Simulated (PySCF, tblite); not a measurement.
A set of runs on `C1CCC(C=O)CC1`; the geometry of each is named by its level. Settings lines and outputs come from a driver script.

Species: C₇H₁₂O.
Bonds: O1–C2 (double), C2–C3, C3–C4, C4–C5, C5–C6, C6–C7, C7–C8, C3–C8. Hydrogens: H9 on C2; H10 on C3; H11, H12 on C4; H13, H14 on C5; H15, H16 on C6; H17, H18 on C7; H19, H20 on C8.

Step 1: GFN2-xTB harmonic vibrations, gas phase (tblite 0.8.0) (on the GFN2-xTB geometry)
```json
{"job": {"kind": "ir", "xc": "GFN2-xTB", "basis": "xTB"}, "charge": 0, "multiplicity": 1}
```
```
(table of modes left out)
```

54 modes from 70 to 3003 cm⁻¹ (unscaled, harmonic); zero-point energy 110.7 kcal/mol; all wavenumbers are real at this level.

Run on one thread of an x86-64 server, no GPU (shared host).

Step 2: PBE0-D3(BJ)/def2-SVP geometry optimisation, gas phase (PySCF 2.14.0) (from the GFN2-xTB geometry)
```json
{"job": {"xc": "PBE0", "basis": "def2-SVP", "d3": "d3bj", "grid": 1, "kind": "geom"}, "charge": 0, "multiplicity": 1}
```
```
step   0  E = -348.55081920  max force = 0.013165
step   1  E = -348.55272964  max force = 0.002314
step   2  E = -348.55275170  max force = 0.001753
step   3  E = -348.55274487  max force = 0.002372
step   4  E = -348.55278233  max force = 0.000455
step   5  E = -348.55279013  max force = 0.000282
optimisation converged
```

Final energy -348.55279 Eh after 5 steps; dipole 2.49 D. Energies in Eh; «max force» is the largest Cartesian gradient component in Eh/bohr.

Time: 58 s. Hardware: an x86-64 server with one thread, no GPU (shared host).

Step 3: TDDFT CAM-B3LYP/def2-SVPD, vertical, gas phase, core orbitals frozen in the response (PySCF 2.14.0, density-fitted response routines) (on the PBE0-D3(BJ)/def2-SVP geometry)
```json
{"job": {"kind": "uv", "xc": "CAM-B3LYP", "basis": "def2-SVPD", "ip": true}, "charge": 0, "multiplicity": 1}
```
```
...
Static polarisability (au): isotropic 81.794, principal 75.316 84.548 85.517
Singlet excitations
state   eV       nm        f      main configurations
  1   4.2885    289.1   0.00015   H->L 0.92
  2   7.2181    171.8   0.01944   H->L+1 0.67, H->L+3 0.13, H->L+4 0.11
  3   7.3660    168.3   0.00319   H-1->L 0.58, H-2->L 0.34
  4   7.5121    165.0   0.03493   H-2->L 0.60, H-1->L 0.34
  5   7.9018    156.9   0.01535   H->L+2 0.62, H->L+3 0.08
  6   8.0460    154.1   0.00471   H-3->L 0.76
  7   8.1343    152.4   0.05394   H->L+4 0.47, H->L+3 0.27, H->L+8 0.08
  8   8.3318    148.8   0.01810   H->L+3 0.22, H->L+1 0.18, H->L+2 0.17
  9   8.5156    145.6   0.00026   H-4->L 0.44, H-2->L+1 0.23, H-1->L+1 0.14
 10   8.5509    145.0   0.00217   H-1->L+1 0.69, H-2->L+1 0.14
Triplet excitations (Tamm-Dancoff, eV): 3.7018 6.0088 7.0454 7.2542
Vertical ionisation energy (delta-SCF) = 9.7097 eV
```

HOMO -8.82 eV, LUMO 0.41 eV; lowest singlet 4.29 eV; lowest triplet 3.70 eV (Tamm–Dancoff); mean polarisability 81.8 au.

On an x86-64 server with one thread (shared host), this took 2.4 min.

Step 4: delta-SCF UKS SCAN, pcX-2 on the ionised atom, pcseg-1 elsewhere, spin-free X2C (PySCF 2.14.0) (on the PBE0-D3(BJ)/def2-SVP geometry)
```json
{"job": {"kind": "xps"}, "charge": 0, "multiplicity": 1}
```
```
...
ground state, core basis on atom 0 (O), 203 functions
  E(ground) = -349.17138834 Eh
hole in O 1s of atom 0
  E(ion) = -329.40361358 Eh   <S^2> = 0.7673   hole on atom = 1.000   binding energy = 537.909 eV
ground state, core basis on atom 1 (C), 203 functions
  E(ground) = -349.14932480 Eh
hole in C 1s of atom 1
  E(ion) = -338.37164481 Eh   <S^2> = 0.8366   hole on atom = 1.000   binding energy = 293.276 eV
ground state, core basis on atom 2 (C), 203 functions
  E(ground) = -349.14580334 Eh
hole in C 1s of atom 2
  E(ion) = -338.45847563 Eh   <S^2> = 0.7710   hole on atom = 1.000   binding energy = 290.817 eV
ground state, core basis on atom 3 (C), 203 functions
  E(ground) = -349.14527357 Eh
hole in C 1s of atom 3
  E(ion) = -338.47077359 Eh   <S^2> = 0.7692   hole on atom = 1.000   binding energy = 290.468 eV
ground state, core basis on atom 4 (C), 203 functions
  E(ground) = -349.14544221 Eh
hole in C 1s of atom 4
  E(ion) = -338.47512160 Eh   <S^2> = 0.7693   hole on atom = 1.000   binding energy = 290.354 eV
ground state, core basis on atom 5 (C), 203 functions
  E(ground) = -349.14548908 Eh
hole in C 1s of atom 5
  E(ion) = -338.47121411 Eh   <S^2> = 0.7696   hole on atom = 1.000   binding energy = 290.462 eV
```

O1s of O1 537.91 eV; C1s of C2 293.28 eV; C1s of C3 290.82 eV; C1s of C4 290.47 eV; C1s of C5 290.35 eV; C1s of C6 290.46 eV; one atom stands for each set of equivalent ones. SCF cycles are left out; they run on a coarse grid, and E(ground) and E(ion) are re-evaluated on a finer one. The log counts atoms from 0, this text from 1.

The run took 1.9 min on one thread, x86-64 server (shared host).

Geometry of the electronic-property runs (PBE0-D3(BJ)/def2-SVP):
```
atom  x, y, z in Å
O1     2.2869   -0.3527   -1.3921
C2     1.8586    0.5420   -0.7139
C3     1.0891    0.3782    0.5757
C4     0.6874   -1.0707    0.8422
C5    -0.4587   -1.5214   -0.0597
C6    -1.6484   -0.5701    0.0184
C7    -1.2336    0.8624   -0.3011
C8    -0.1099    1.3324    0.6175
H9     2.0378    1.6134   -1.0051
H10    1.8123    0.7092    1.3484
H11    1.5617   -1.7236    0.6989
H12    0.3828   -1.1609    1.8991
H13   -0.7662   -2.5442    0.2112
H14   -0.0958   -1.5726   -1.0999
H15   -2.0794   -0.6023    1.0361
H16   -2.4471   -0.8983   -0.6662
H17   -2.0954    1.5443   -0.2210
H18   -0.8957    0.9156   -1.3527
H19    0.2098    2.3545    0.3506
H20   -0.4812    1.3863    1.6549
```

 (This holds for the electronic-property runs.)

One conformer stands for the species.
